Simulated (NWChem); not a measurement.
Molecule: C₃H₂BrCl; SMILES C=C=C(Cl)Br

```xyz
7

C     -2.1323     2.0033     0.0000
C     -1.0528     1.2666     0.0000
C      0.0230     0.5245     0.0000
Cl     1.6171     1.1867     0.0000
Br    -0.0797    -1.3606     0.0000
H     -2.6020     2.3245    -0.9370
H     -2.6020     2.3245     0.9370
```
Atoms are numbered in this order, from 1.

Program: NWChem. Geometry: optimised at PBE0/def2-SVP. Vzz is the largest principal value of the second derivative of the potential at the nucleus (NWChem prints the opposite sign); η is the asymmetry. Non-relativistic.

```csv
level,Vzz Cl4 (a.u.),η Cl4,Vzz Br5 (a.u.),η Br5
PBE/def2-TZVP,4.081,0.05,7.673,0.03
PBE/def2-SVP,[?],0.04,[?],0.03
CAM-B3LYP/def2-TZVP,4.334,0.05,8.128,0.03
CAM-B3LYP/def2-SVP,3.896,0.03,7.893,0.03
```

Problem. Complete the blanks.

Solution. 
- PBE/def2-SVP, Vzz Cl4 (a.u.): 3.713
- PBE/def2-SVP, Vzz Br5 (a.u.): 7.515
